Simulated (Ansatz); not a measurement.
# Worked example: C2H5CdCl + SClO2F → C2H5CdF + SCl2O2

Gas-phase species: C2H5CdCl `C[CH2][Cd][Cl]`, singlet; SClO2F (sulfuryl chloride fluoride) `O=S(=O)(F)Cl`, singlet; C2H5CdF `C[CH2][Cd][F]`, singlet; SCl2O2 `O=S(=O)(Cl)Cl`, singlet. The partners trade Cl for F: Cd–Cl and S–F bonds give way to Cd–F and S–Cl.

Shapes, held fixed at every level: PBE0-D4/def2-TZVP. Programs: Ansatz 0.2.0. The zero-point and thermal change to 298 K, harmonic and unscaled (PBE0-D4/def2-TZVP), is -1.9 kJ/mol.

At CCSD(T)/def2-TZVPP; 1 Eh = 2625.50 kJ/mol:

```
 species   energy (Eh)
C2H5CdCl   -706.407021
  SClO2F  -1107.441654
 C2H5CdF   -346.389635
  SCl2O2  -1467.418403
```

Task: Work out ΔH(298 K) of the reaction at this level.

Result: 
1. Products less reactants: (-346.389635) + (-1467.418403) − [(-706.407021) + (-1107.441654)] = 0.040637 Eh = +106.7 kJ/mol.
2. With the thermal change: +106.7 + (-1.9) = +104.8 kJ/mol.

Other levels give +88.9 (B3LYP-D4/def2-TZVPP) to +111.7 kJ/mol (CCSD/def2-TZVPP). No measured value is set beside it here. For atoms past krypton def2 sets carry core potentials with scalar relativity. Outer-core shells of Cd are correlated, in sets that cover them unevenly.
